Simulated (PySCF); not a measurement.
`FC1([SiH3])CC1`. Computed with PySCF, PBE0-D3(BJ)/def2-SVP geometry optimisation, gas phase.

```
atom  x, y, z in Å
F1    -0.0546    1.0648   -1.4949
C2    -0.1945    0.2437   -0.4007
Si3    1.4654   -0.2747    0.3210
C4    -1.3928    0.5267    0.4538
C5    -1.3779   -0.6737   -0.4462
H6     2.2709   -1.0014   -0.7039
H7     1.1930   -1.1801    1.4790
H8     2.2243    0.9218    0.7903
H9    -1.9956    1.3814    0.1355
H10   -1.3199    0.3921    1.5370
H11   -1.9732   -0.6199   -1.3612
H12   -1.2937   -1.6737   -0.0110
```

Task: What is the longest distance between nuclei?

Result: H8···H11 and H6···H9, 4.962 Å down to 4.958 Å.

Task: Work out the bond lengths C2–Si3, Si3–H7, Si3–H8, C4–H9, C4–H10, C5–H12 in bohr.

Result: For C2–Si3 the difference vector is (1.6599, -0.5184, 0.7217) Å, of length 1.8828 Å. 1 bohr = 0.529177 Å. C2–Si3 3.558; Si3–H7 2.825; Si3–H8 2.821; C4–H9 2.066; C4–H10 2.067; C5–H12 2.067 bohr.

Task: How far are the heavy atoms from their best plane (unweighted least squares)?

Result: 0.474 Å rms; F1 0.00, C2 0.00, Si3 0.00, C4 0.75, C5 0.75 Å (magnitudes).

Task: Give the dihedral angles C4–C2–Si3–H6, C5–C2–Si3–H6, F1–C2–C5–C4.

Result: C4–C2–Si3–H6 157° (antiperiplanar); C5–C2–Si3–H6 84° (synclinal); F1–C2–C5–C4 -106° (anticlinal). Dihedral signs follow IUPAC: positive where, seen along the central bond, the front bond turns clockwise onto the rear one.

Task: What is the repulsion energy of the bare nuclei, Σ ZA·ZB/RAB?

Result: 230.00 Eh over 66 pairs, with full nuclear charges and distances in bohr; the largest single term is 24.51 Eh (F1 with Si3).

Task: Where is the centre of mass (commonest isotopes), and what is the radius of gyration?

Result: Mass 90.030 u; centre at (0.039, 0.132, -0.247) Å; Rg = √(Σ m r²/M) = 1.577 Å. As Ia + Ib + Ic = 2 Σ m r², the three principal moments sum to 447.7 u·Å².

Task: How far apart are these pairs, which share no bond: F1···H7, C2···H12, C5···H6, H6···H12, H7···H11, H8···H10?

Result: F1···H7 3.929 Å (3 bonds apart); C2···H12 2.244 Å (2 bonds apart); C5···H6 3.673 Å (3 bonds apart); H6···H12 3.693 Å (4 bonds apart); H7···H11 4.290 Å (4 bonds apart); H8···H10 3.661 Å (4 bonds apart).

Task: What are the angles F1–C2–Si3, Si3–C2–C4, F1–C2–C4, C2–Si3–H7, C2–C4–C5, H9–C4–H10, C5–C4–H9, C2–C5–H11?

Result: From the scalar product of the two bond vectors; for F1–C2–Si3 it is -0.9831 Å² over 1.3752 × 1.8828 Å², cos θ = -0.3797. F1–C2–Si3 112.3°; Si3–C2–C4 122.6°; F1–C2–C4 115.0°; C2–Si3–H7 107.6°; C2–C4–C5 59.9°; H9–C4–H10 114.9°; C5–C4–H9 117.1°; C2–C5–H11 115.2°.

Task: Write the matrix of distances between heavy atoms (Å, lower triangle).

Result: 
```
F1    0.000
C2    1.375  0.000
Si3   2.721  1.883  0.000
C4    2.424  1.499  2.971  0.000
C5    2.423  1.498  2.972  1.500  0.000
```

The point group is Cs within 0.08 Å; differences among equivalent distances and angles are scatter left by the optimiser. Whether it is a minimum is left open (no frequencies).

Time: 17 s; peak memory 0.46 GiB. Hardware: an Arm Neoverse V1 with one thread, no GPU (shared host). This is the geometry optimisation.
